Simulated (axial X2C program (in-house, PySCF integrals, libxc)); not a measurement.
**GeS⁻: properties at the nuclei**

Computed with an in-house all-electron X2C program for linear molecules (integrals from PySCF): two-component X2C with atomic mean-field Coulomb and Gaunt terms, Gaussian nuclei, basis Ge dyall-acv3z, S dyall-av3z with contracted cores.

R = 2.114 Å (near the PBE0 minimum at charge -1 of the determinant lowest at the starting distance; the state shown can have its own minimum elsewhere).

Input and command:
```json
{"zs": [32, 16], "q": -1, "bas": ["dyall-acv3z", "dyall-av3z"], "r0": 2.05, "levels": ["PBE0", "HF", "BHandHLYP", "r2SCAN", "TPSSh"], "nst": 3}
```
```bash
python soeom.py task.json out
```

Keys: zs atomic numbers; q charge; bas basis sets; r0 starting distance in Å; levels methods; nst determinants followed.

Determinant lowest in the PBE0 search, Ω = 1/2 (⟨Sz⟩ = -0.50, ⟨Lz⟩ = 1.00 at PBE0), spin on the atoms Ge -0.48, S -0.02:

```csv
level,Eeff magnitude (GV/cm),Ws magnitude Ge (kHz),A∥/gI Ge (MHz),qzz Ge (a.u.),A∥/gI S (MHz),qzz S (a.u.)
PBE0,0.118,0.118,1010,-2.25,260,0.39
HF,0.321,0.289,1010,-2.85,217,0.53
BHandHLYP,0.0658,0.0781,958,-2.40,235,0.43
r2SCAN,0.236,0.225,1050,-2.12,250,0.33
TPSSh,0.0958,0.0991,964,-2.10,255,0.37
```

Determinant 0.08 eV from it at PBE0 and this distance, Ω = 3/2 (⟨Sz⟩ = 0.50, ⟨Lz⟩ = 1.00 at PBE0), spin on the atoms Ge 0.49, S 0.01:

```tsv
level	Eeff magnitude (GV/cm)	Ws magnitude Ge (kHz)	A∥/gI Ge (MHz)	qzz Ge (a.u.)	A∥/gI S (MHz)	qzz S (a.u.)
PBE0	0.199	0.0604	96.2	-2.36	66.1	0.38
HF	0.542	0.155	98.5	-2.97	71.8	0.52
BHandHLYP	0.159	0.05	150	-2.52	64	0.42
r2SCAN	0.309	0.094	61.5	-2.22	76.3	0.31
TPSSh	0.167	0.0514	108	-2.20	68.1	0.36
```

Eeff is the effective electric field on the electron electric dipole moment in this Ω state and Ws the scalar–pseudoscalar constant of the nucleus named (defined with the proton number Z and per Ω); A∥ (defined per Ω) follows by multiplying with gI = μI/(I μN); qzz is the electric field gradient, eQq0 = 234.96 MHz × Q/barn × qzz. The operators were transformed with the bare-nucleus X2C matrices; with these basis sets, hyperfine constants and field gradients can be off by tens of per cent, and where levels differ in sign neither size nor sign is settled.

Task: With gI(73Ge) = -0.1954, Q(73Ge) = -0.196 barn, gI(33S) = 0.4292, Q(33S) = -0.0694 barn (g factors from the IAEA table of nuclear moments by Stone; Q from Pyykkö, Mol. Phys. 2018), turn the PBE0 values of the first state into constants in MHz.

Result: A∥(73Ge) = 1010 × -0.1954 = -197 MHz; eQq0(73Ge) = 234.96 × (-0.196) × (-2.25) = 104 MHz; A∥(33S) = 260 × 0.4292 = 112 MHz; eQq0(33S) = 234.96 × (-0.0694) × (0.39) = -6.36 MHz.

Each state is one determinant with collinear spin. Unrestricted Hartree–Fock can overshoot spin polarisation at the nuclei. For an anion, determinants above electron detachment, or with a positive highest level, are held by the basis set. Where Eeff spreads by more than a factor of two the levels disagree and none is to be relied on. The search compared states at one distance, so a state with another bond length can lie lower. PBE0 term energies can be off by some tenths of an eV.
